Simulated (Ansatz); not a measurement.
Relaxation of H12HfN4Si (18 atoms, charge 0, multiplicity 1), to a largest force component of 0.03 eV/Å in at most 50 steps.

Theory: Ansatz, RKS PBE/def2-SVP.

```xyz
18
Properties=species:S:1:pos:R:3
Hf 0.156 -0.049 0.039
N 0.311 -0.015 2.196
H -0.400 0.049 2.929
H 1.233 0.011 2.650
N 2.062 0.019 -0.711
H 2.717 -0.774 -0.712
H 2.524 0.808 -1.175
N -0.832 1.603 -0.701
H -1.401 1.640 -1.554
H -0.887 2.523 -0.247
N -0.688 -1.757 -0.743
H -1.340 -2.432 -0.326
H -0.432 -2.106 -1.675
Si -3.363 0.113 1.485
H -3.781 -0.714 0.305
H -4.070 -0.389 2.717
H -3.726 1.553 1.263
H -1.907 -0.038 1.700
```

Where does it end, and by what steps?

The forces met the threshold. The force dipped under the threshold on the way, but the program's further checks kept it going. After 21 steps the energy has fallen by 0.230 eV; H16 moved furthest, 1.23 Å.

```
step  energy less start (eV)  largest force component (eV/Å)  accepted
   0                  0.0000                           1.447       yes
   1                 -0.1200                           0.667       yes
   2                 -0.1479                           0.157       yes
   3                 -0.1581                           0.181       yes
   4                 -0.1669                           0.148       yes
   5                 -0.1722                           0.151       yes
   6                 -0.1783                           0.227       yes
   7                 -0.1845                           0.282       yes
   8                 -0.1920                           0.187       yes
   9                 -0.2023                           0.236       yes
  10                 -0.2111                           0.280       yes
  11                 -0.2200                           0.193       yes
  12                 -0.2235                           0.201       yes
  13                 -0.2263                           0.150       yes
  14                 -0.2277                           0.053       yes
  15                 -0.2285                           0.041       yes
  16                 -0.2289                           0.044       yes
  17                 -0.2292                           0.026       yes
  18                 -0.2294                           0.018       yes
  19                 -0.2296                           0.040       yes
  20                 -0.2297                           0.036       yes
  21                 -0.2300                           0.026       yes
```

```xyz
18
Properties=species:S:1:pos:R:3
Hf 0.370 -0.188 0.049
N 0.716 -0.138 2.075
H -0.038 -0.158 2.774
H 1.607 -0.047 2.575
N 2.128 0.232 -0.933
H 2.835 -0.470 -1.183
H 2.416 1.127 -1.344
N -1.032 1.258 -0.428
H -1.729 1.249 -1.182
H -1.116 2.163 0.052
N -0.249 -2.063 -0.542
H -0.510 -2.867 0.040
H -0.338 -2.350 -1.525
Si -3.762 0.463 1.391
H -3.974 0.002 -0.023
H -5.016 0.177 2.176
H -3.506 1.943 1.437
H -2.627 -0.290 2.031
```

Whether the end is a true minimum wasn't checked by a vibrational analysis.

Run time: 26 s on 4 threads of AMD EPYC 9R45 96-Core Processor (Zen 5), with other jobs on the host, peak memory 0.27 GiB.
